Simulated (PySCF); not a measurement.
## Spin-rotation constants: `Cc1snnc1[SiH3]`, C3H6N2SSi

Cartesian coordinates in Å; atom numbers follow the order of the lines, from 1:
```xyz
13

C    -1.5479   -0.9238    0.2792
C    -0.8953    0.3890    0.0696
S    -1.7623    1.8776    0.0451
N    -0.3526    2.7282   -0.2082
N     0.6586    1.9944   -0.2705
C     0.4405    0.6721   -0.1242
Si    1.8976   -0.5144   -0.1936
H    -0.8403   -1.7258    0.0814
H    -1.8994   -1.0141    1.3078
H    -2.4088   -1.0343   -0.3788
H     1.9611   -1.2331    1.0838
H     3.1014    0.2658   -0.4415
H     1.6430   -1.4812   -1.2676
```

Method: PySCF 2.14.0, GIAO HF/pcSseg-1 magnetisability, rotational g tensor and spin-rotation constants, non-relativistic, gas phase. Geometry: GFN2-xTB.

Task: Give the nuclear spin-rotation constants along the inertial axes (H = +C I·J) beside the isotropic shieldings.

Result: Rotational constants 3.2279, 1.4612, 1.0240 GHz. A star marks the isotopologue with that one atom substituted, in its own axes.
```tsv
atom	isotope	Caa (kHz)	Cbb (kHz)	Ccc (kHz)	mean (kHz)	σ (ppm)
N4	14N	1.274	0.420	0.073	0.589	-246.4
N5	14N	1.469	0.427	0.058	0.651	-284.2
H8	1H	0.048	-0.132	-0.113	-0.066	29.2
H9	1H	-0.334	-0.112	-0.007	-0.151	29.3
H10	1H	-0.240	-0.100	-0.043	-0.128	29.2
H11	1H	-0.244	-0.095	-0.003	-0.114	27.6
H12	1H	-0.201	0.029	-0.096	-0.089	27.2
H13	1H	-0.244	-0.089	-0.006	-0.113	27.6
C1	13C*	0.431	0.182	0.112	0.241	179.8
C2	13C*	1.403	0.815	0.151	0.790	11.5
S3	33S*	2.411	0.556	0.366	1.111	-14.3
C6	13C*	1.390	0.554	0.180	0.708	46.2
Si7	29Si*	-1.569	-0.696	-0.523	-0.929	464.0
```
For the geometry as given, no vibrational averaging.
